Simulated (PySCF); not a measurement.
(1R)-1-chloro-1,2,2-trifluoroethane (C2H2ClF3), SMILES FC(F)[C@H](F)Cl. Atoms are numbered in the order given.

```xyz
8

F      1.4565    -1.4305     0.6534
C      0.9768    -0.1855     0.3656
F      1.4832     0.2107    -0.8263
C     -0.5548    -0.2714     0.2941
F     -0.9249    -1.0614    -0.7451
Cl    -1.2357     1.3787     0.1118
H      1.2978     0.5244     1.1625
H     -0.9554    -0.6894     1.2420
```
Charge 0, spin multiplicity 1.

Coordinates come from a PBE-D3(BJ)/def2-SVP optimisation. Other conformers were not sampled.

Two levels are set side by side: PBE/pcSseg-1 (PySCF) and KT2/pcSseg-1 (PySCF). GIAO shifts against CFCl3 (¹⁹F), HCl (³⁵Cl), TMS (¹H), TMS (¹³C) at the same level; non-relativistic, no solvent, atoms listed together averaged. Without spin–orbit terms, shifts of atoms bonded to Cl or Br come out too high at both levels. Differences are taken from unrounded values.

```json
[
 {"quantity": "δ(¹³C) of C2 (ppm)", "KT2": "122.5", "PBE": "127.0", "PBE minus KT2": "4.5"},
 {"quantity": "δ(¹³C) of C4 (ppm)", "KT2": "110.1", "PBE": "114.2", "PBE minus KT2": "4.1"},
 {"quantity": "δ(¹⁹F) of F5 (ppm)", "KT2": "-201.8", "PBE": "-197.0", "PBE minus KT2": "4.9"},
 {"quantity": "δ(³⁵Cl) of Cl6 (ppm)", "KT2": "236.0", "PBE": "250.2", "PBE minus KT2": "14.3"},
 {"quantity": "δ(¹H) of H7 (ppm)", "KT2": "6.30", "PBE": "6.39", "PBE minus KT2": "0.09"},
 {"quantity": "δ(¹H) of H8 (ppm)", "KT2": "6.69", "PBE": "6.71", "PBE minus KT2": "0.03"}
]
```

Rough cost on one machine, each run with all the roots and properties that it gave: KT2 against PBE within a factor of 2.
